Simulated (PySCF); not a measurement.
These 2 structures share the formula C9H13F3. Theory: PBE0-D3(BJ)/def2-SVP geometry optimisation, gas phase (PySCF 2.14.0). Energies are electronic, without zero-point or thermal terms, for one conformer each. No frequencies were run at this level. Point groups hold within 0.08 Å.

Task: Rank from lowest to highest electronic energy at this level (kcal/mol).
A. `[F:1][C:2]([F:3])([F:4])[C@@:5]12[CH2:6][CH2:7][CH2:8][CH2:9][C@@H:10]1[CH2:11][CH2:12]2` with C2–C5–C6–C7 89°, C5–C6–C7–C8 57°, C6–C7–C8–C9 -61°, C7–C8–C9–C10 51°
B. `[F:1][CH:2]([F:3])[C@@:4]12[CH2:5][CH2:6][CH2:7][C@@H:8]1[C@@H:9]([F:10])[CH2:11][CH2:12]2` with F1–C2–C4–C5 -56°, C2–C4–C5–C6 156°, C4–C5–C6–C7 -41°, C5–C6–C7–C8 31°, C6–C7–C8–C9 105°

Result: B (0.0), A (1.8).

As drawn, the higher has a four-membered ring, which the lower lacks. Neighbours under 2.5 kcal/mol apart (FC(F)[C@@]12CCC[C@@H]1[C@@H](F)CC2 and FC(F)(F)[C@@]12CCCC[C@@H]1CC2) can change places with a better method, another conformer or zero-point energy.

```tsv
SMILES	E (Eh)	E rel (kcal/mol)	dipole (D)	point group	A, B, C (MHz)
FC(F)[C@@]12CCC[C@@H]1[C@@H](F)CC2	-649.17983	0.0	2.87	C1	1178, 902.8, 722.6
FC(F)(F)[C@@]12CCCC[C@@H]1CC2	-649.17700	1.8	2.24	C1	1374, 855.3, 732.7
```

Task: How do the relative energies change in single points at PBE0/pcSseg-1 (no added dispersion term) on the same geometries?

Result: 
```
                            SMILES  PBE0-D3(BJ)/def2-SVP (kcal/mol)  PBE0/pcSseg-1 (kcal/mol)  shift
FC(F)[C@@]12CCC[C@@H]1[C@@H](F)CC2                              0.0                       0.0    0.0
     FC(F)(F)[C@@]12CCCC[C@@H]1CC2                              1.8                       4.5   +2.7
```

Each column counts from its own lowest isomer. The order is unchanged; the largest shift is 2.7 kcal/mol.

Task: As an exercise, what shares would exp(−E/RT) give at 1000 K from these electronic energies alone (no entropy, no degeneracies)?

Result: RT = 1.987 kcal/mol: FC(F)[C@@]12CCC[C@@H]1[C@@H](F)CC2 71.0 %, FC(F)(F)[C@@]12CCCC[C@@H]1CC2 29.0 %.
